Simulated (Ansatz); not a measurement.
Species: H₄Si₂O₂, charge 0, singlet. H4Si2O2 (SMILES O1[SiH2]O[SiH2]1).
B3LYP-D3(BJ)/def2-TZVP minimum from Ansatz (a program for electronic structure):
```
O
Si 1 1.6788
Si 1 1.6788 2 90.25
O 3 1.6788 1 89.75 2 0.00
H 3 1.4749 4 113.67 2 -115.87
H 2 1.4749 1 113.67 3 115.87
H 3 1.4749 5 110.99 4 129.62
H 2 1.4749 6 110.99 1 -129.62
```

Wanted: atomisation energy (electronic, to ground-state atoms), in kcal/mol. Radicals and triplets start from unrestricted determinants; spin-orbit coupling is neglected. CBS(X,Y): correlation extrapolated as X^-3, Hartree-Fock from the larger set. A bracket is a step between two methods taken in the basis named. Functionals run without relativity, which enters their misses. Double hybrids freeze cores in their MP2 part. '+ core + X2C': CCSD(T) terms for core correlation (cc-pwCVTZ, 1s frozen past Ne) and scalar relativity (cc-pVTZ-DK). For partners of very few electrons the exact lower level stands in for a higher one.

CCSD(T)/CBS(cc-pV(T+d)Z,cc-pV(Q+d)Z) + [CCSDT(Q) - CCSD(T)]/cc-pV(D+d)Z + core + X2C (Ansatz) gives 726.8 kcal/mol.

Task: What does PBE/def2-TZVPD (Ansatz) give here, and how do the other levels compare?

Result: PBE gives 713.4 kcal/mol, 13.4 kcal/mol below it. Differences of the others: r2SCAN/def2-TZVPD (Ansatz) -7.1; B3LYP/def2-TZVPD (Ansatz) -18.9; PBE0/def2-TZVPD (Ansatz) -23.2; wB97M-V/def2-TZVPD (Ansatz) -4.1; B2PLYP/def2-TZVPD (Ansatz) -16.5; CCSD(T)/CBS(cc-pV(T+d)Z,cc-pV(Q+d)Z) + core + X2C (Ansatz) -0.7 kcal/mol. Nearer than PBE: r2SCAN/def2-TZVPD, wB97M-V/def2-TZVPD, CCSD(T)/CBS(cc-pV(T+d)Z,cc-pV(Q+d)Z) + core + X2C.
